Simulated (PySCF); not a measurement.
GeFCl₃, SMILES [F][Ge]([Cl])([Cl])[Cl]. Atoms are numbered in the order given.

```xyz
5

F      0.0000     0.0000     1.9182
Ge     0.0000     0.0000     0.1929
Cl     1.7585     1.0153    -0.4595
Cl    -1.7585     1.0153    -0.4595
Cl     0.0000    -2.0306    -0.4595
```

Coordinates come from a B3LYP-D3(BJ)/def2-SVP optimisation.

These are ωB97X/def2-TZVP (PySCF) values and carry that method's errors.

Atomic charges (e):

| atom | meta-Löwdin | Löwdin |
|---|---|---|
| F1 | -0.48 | -0.11 |
| Ge2 | 1.21 | -0.40 |
| Cl3 | -0.24 | 0.17 |
| Cl4 | -0.24 | 0.17 |
| Cl5 | -0.24 | 0.17 |
